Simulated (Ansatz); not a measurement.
Program: Ansatz. Geometries: PBE0-D4/def2-TZVP. ΔE: electronic, gas phase. CCSD(T)/CBS is the MP2 limit (def2-TZVPP, def2-QZVPP) plus CCSD(T) − MP2 in def2-TZVPP, frozen cores. This one scheme is used for every species. DFT in def2-TZVPP. For Ge outer-core shells are correlated without core-valence functions, which leaves a few kJ/mol of doubt a bond. Scalar relativity is left out up to krypton.

Reaction (hydrogenolysis of the Si–Cl bond): `F[SiH](Cl)C#[C][GeH3]` + H₂ → `F[SiH2]C#[C][GeH3]` + HCl

CCSD(T)/CBS gives +85.4 kJ/mol.

(1) Another level gave +80.4 kJ/mol. Which?
A. PBE-QIDH/def2-TZVPP
B. MP2/def2-TZVPP
C. PBE0/def2-TZVPP
D. CAM-B3LYP/def2-TZVPP

Largest T1 diagnostic among the species: 0.012.

Results:

(1) C. PBE0 80.4, MP2/def2-TZVPP 90.3, CAM-B3LYP 76.3, PBE-QIDH 84.9 kJ/mol.

In def2-TZVPP, CCSD(T) changes the Hartree–Fock value by +11.6 kJ/mol (the triples alone add +4.1 kJ/mol) and MP2 by +21.5 kJ/mol. From r2SCAN to r2SCAN0 (25 % exact exchange), in def2-TZVPP and without D4, ΔE moves by −3.1 kJ/mol.
